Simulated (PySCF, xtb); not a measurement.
GeHO, SMILES [Ge]=[OH+] (connectivity only; charge and spin as stated), charge +1, multiplicity 1.

Harmonic wavenumbers (cm⁻¹) from GFN2-xTB (xtb 6.7.1) at its own minimum, in rising order: 553, 553, 776, 3288.

Q: What does PySCF 2.14.0 with PBE-D3(BJ)/def2-TZVP give at its own minimum? (Estimate from the structure and the level; the computed values follow.)

A: 191, 191, 852, 3684. Paired by order, the mean absolute difference is 299 cm⁻¹ and the zero-point energies are 7.4 and 7.0 kcal/mol.
